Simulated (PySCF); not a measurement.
## Chlorine: a sound run and one with changed settings

Sound run: Cl²⁺ [Ne] 3s2 3p3, Cl³⁺ [Ne] 3s2 3p2. Calculation: PySCF 2.14, in jorge-DZP-DKH (7s4p1d, 24 functions); the spin-free X2C one-electron Hamiltonian (Gaussian nucleus). In the sound run the correlated levels freeze [Ne]. The sound run starts from symmetry-adapted Hartree-Fock orbitals and uses a fine grid where one is needed.

A second run was set up differently.

```
species   method  sound run (hartree)  changed run (hartree)  converged
   Cl²⁺      UHF           -459.62412             -459.62412        yes
   Cl²⁺      LDA           -458.68865             -458.68865        yes
   Cl²⁺   M06-2X           -460.21317             -460.21317        yes
   Cl²⁺      MP2           -459.69850             -459.65555        yes
   Cl²⁺  CCSD(T)           -459.71805             -459.71805        yes
   Cl³⁺      UHF           -458.19194             -458.19194        yes
   Cl³⁺      LDA           -457.23090             -457.23090        yes
   Cl³⁺   M06-2X           -458.76193             -458.76193        yes
   Cl³⁺      MP2           -458.24931             -458.21586        yes
   Cl³⁺  CCSD(T)           -458.27183             -458.27183        yes
```

Ionisation energy of Cl²⁺:

```csv
method,sound run (eV),changed run (eV)
UHF,38.972,38.972
LDA,39.667,39.667
M06-2X,39.490,39.490
MP2,39.435,39.176
SCS-MP2,39.270,39.102
CCSD,39.351,39.351
CCSD(T),39.354,39.354
```

**Question.** What was changed?
A. level shift left on
B. basis contracted for another Hamiltonian
C. radial grid too coarse
D. minimal basis

**Answer.** A. It used initial guess sap, at most 50 SCF cycles, level shift 2.0 hartree. A level shift leaves the converged SCF energy unchanged but raises the virtual orbital energies, which shrinks MP2 if it is not removed.
